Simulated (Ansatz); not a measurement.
`C=C[CH2][SnH2][F]` + `N=C[SeH]` → `C=C[Se]C=N` + `[CH3][SnH2][F]`  (substitution at a C–C bond)

Calculated with Ansatz (gas phase, PBE0-D4/def2-TZVP geometries, no zero-point term in ΔE). CCSD(T)/CBS adds triple-zeta CCSD(T) − MP2 to the extrapolated MP2 energy (def2 sets, frozen cores). DFT in def2-TZVPP. B3LYP here is the variant with VWN-RPA as its local correlation; programs differ in this. def2 core potentials past Kr. For Se, Sn outer-core shells are correlated without core-valence functions, which leaves a few kJ/mol of doubt a bond. Scalar relativity is left out up to krypton. One conformer a species, not always the lowest.

```json
{"level": "PBE-D4", "ΔE (kJ/mol)": "-4.0", "difference from CCSD(T)/CBS": "-3.6"}
{"level": "r2SCAN-D4", "ΔE (kJ/mol)": "-4.1", "difference from CCSD(T)/CBS": "-3.7"}
{"level": "PBE0-D4", "ΔE (kJ/mol)": "-0.8", "difference from CCSD(T)/CBS": "-0.4"}
{"level": "B3LYP-D4", "ΔE (kJ/mol)": "-0.8", "difference from CCSD(T)/CBS": "-0.4"}
{"level": "ωB97X-V", "ΔE (kJ/mol)": "0.3", "difference from CCSD(T)/CBS": "0.7"}
{"level": "ωB97M-V", "ΔE (kJ/mol)": "0.2", "difference from CCSD(T)/CBS": "0.6"}
{"level": "B2PLYP", "ΔE (kJ/mol)": "-3.0", "difference from CCSD(T)/CBS": "-2.6"}
{"level": "PBE", "ΔE (kJ/mol)": "-4.8", "difference from CCSD(T)/CBS": "-4.4"}
{"level": "r2SCAN", "ΔE (kJ/mol)": "-4.4", "difference from CCSD(T)/CBS": "-4.0"}
{"level": "PBE0", "ΔE (kJ/mol)": "-1.6", "difference from CCSD(T)/CBS": "-1.2"}
{"level": "B3LYP", "ΔE (kJ/mol)": "-2.0", "difference from CCSD(T)/CBS": "-1.6"}
{"level": "HF/def2-TZVPP", "ΔE (kJ/mol)": "6.4", "difference from CCSD(T)/CBS": "6.8"}
{"level": "MP2/def2-TZVPP", "ΔE (kJ/mol)": "-4.7", "difference from CCSD(T)/CBS": "-4.3"}
{"level": "SCS-MP2/def2-TZVPP", "ΔE (kJ/mol)": "-3.0", "difference from CCSD(T)/CBS": "-2.6"}
{"level": "CCSD/def2-TZVPP", "ΔE (kJ/mol)": "0.8", "difference from CCSD(T)/CBS": "1.2"}
{"level": "CCSD(T)/def2-TZVPP", "ΔE (kJ/mol)": "-1.4", "difference from CCSD(T)/CBS": "-1.0"}
{"level": "HF/def2-QZVPP", "ΔE (kJ/mol)": "6.1", "difference from CCSD(T)/CBS": "6.5"}
{"level": "MP2/def2-QZVPP", "ΔE (kJ/mol)": "-4.3", "difference from CCSD(T)/CBS": "-3.9"}
{"level": "SCS-MP2/def2-QZVPP", "ΔE (kJ/mol)": "-2.7", "difference from CCSD(T)/CBS": "-2.3"}
{"level": "HF/CBS(def2)", "ΔE (kJ/mol)": "6.1", "difference from CCSD(T)/CBS": "6.5"}
{"level": "MP2/CBS(def2)", "ΔE (kJ/mol)": "-3.8", "difference from CCSD(T)/CBS": "-3.4"}
{"level": "CCSD/CBS(def2)", "ΔE (kJ/mol)": "1.7", "difference from CCSD(T)/CBS": "2.1"}
{"level": "CCSD(T)/CBS", "ΔE (kJ/mol)": "-0.4", "difference from CCSD(T)/CBS": "0"}
```

Largest T1 diagnostic among the species: 0.013.

In def2-TZVPP, CCSD(T) changes the Hartree–Fock value by −7.8 kJ/mol (the triples alone add −2.2 kJ/mol) and MP2 by −11.1 kJ/mol. From PBE to PBE0 (25 % exact exchange), in def2-TZVPP and without D4, ΔE moves by +3.2 kJ/mol.
